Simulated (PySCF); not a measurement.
## Magnetisability: `CC(=S)[C@@H](Cl)[C@H](F)Cl`, C4H5Cl2FS

Molfile (atoms numbered from 1):
```
C4H5Cl2FS
     RDKit          3D

 13 12  0  0  0  0  0  0  0  0999 V2000
   -1.5694   -0.2089   -0.5212 C   0  0  0  0  0  0  0  0  0  0  0  0
   -0.6349    0.8617   -0.0934 C   0  0  0  0  0  0  0  0  0  0  0  0
   -0.8883    2.4298   -0.4104 S   0  0  0  0  0  0  0  0  0  0  0  0
    0.5826    0.4583    0.6862 C   0  0  1  0  0  0  0  0  0  0  0  0
    0.0458   -0.1558    2.2942 Cl  0  0  0  0  0  0  0  0  0  0  0  0
    1.4041   -0.6450    0.0283 C   0  0  2  0  0  0  0  0  0  0  0  0
    2.5915   -0.7839    0.6600 F   0  0  0  0  0  0  0  0  0  0  0  0
    1.7324   -0.2086   -1.6766 Cl  0  0  0  0  0  0  0  0  0  0  0  0
   -1.1097   -0.8088   -1.3079 H   0  0  0  0  0  0  0  0  0  0  0  0
   -2.4849    0.2279   -0.9101 H   0  0  0  0  0  0  0  0  0  0  0  0
   -1.8006   -0.8705    0.3127 H   0  0  0  0  0  0  0  0  0  0  0  0
    1.2226    1.3242    0.8767 H   0  0  0  0  0  0  0  0  0  0  0  0
    0.9045   -1.6199    0.0437 H   0  0  0  0  0  0  0  0  0  0  0  0
  1  2  1  0
  2  3  2  0
  2  4  1  0
  4  5  1  0
  4  6  1  0
  6  7  1  0
  6  8  1  0
  1  9  1  0
  1 10  1  0
  1 11  1  0
  4 12  1  1
  6 13  1  6
M  END
```

Level of theory: PySCF, GIAO BHandHLYP/6-311G** magnetisability, rotational g tensor and spin-rotation constants, non-relativistic, gas phase. Geometry: GFN2-xTB.

(1) How diamagnetic is it, and how anisotropic?

(2) Split it along the inertial axes a, b, c into diamagnetic and paramagnetic parts about the centre of mass, with the quadrupole moment.

(3) And the rotational g tensor?

## Answers

(1) Isotropic -1481 × 10⁻³⁰ J/T², or -89.2 × 10⁻⁶ cm³/mol; principal values -1751, -1472, -1221 × 10⁻³⁰ J/T², anisotropy 459 × 10⁻³⁰ J/T² (root of half the summed squared differences of the principal values). The susceptibility is in cgs units.

(2) 
```csv
axis,χ (10⁻⁶ cm³/mol),diamagnetic (10⁻⁶ cm³/mol),paramagnetic (10⁻⁶ cm³/mol),summed x² of all electrons (Å²),quadrupole Θ (D Å)
a,-84.0,-992.7,908.7,223.1,-6.24
b,-100.2,-1206.6,1106.4,172.7,-2.22
c,-83.4,-1679.2,1595.8,61.3,+8.46
```
Anisotropies 2χaa − χbb − χcc = +15.5 and 2χbb − χaa − χcc = -33.0 × 10⁻⁶ cm³/mol. Θ is traceless in Buckingham's convention.

(3) 
| axis | rotational constant (GHz) | g | nuclear part | electronic part |
| --- | --- | --- | --- | --- |
| a | 1.2637 | -0.0223 | 0.5172 | -0.5395 |
| b | 1.0259 | -0.0115 | 0.5218 | -0.5332 |
| c | 0.6877 | -0.0152 | 0.5004 | -0.5156 |

Asymmetric top; isotopes 12C, 35Cl, 19F, 1H, 32S; no vibrational averaging.
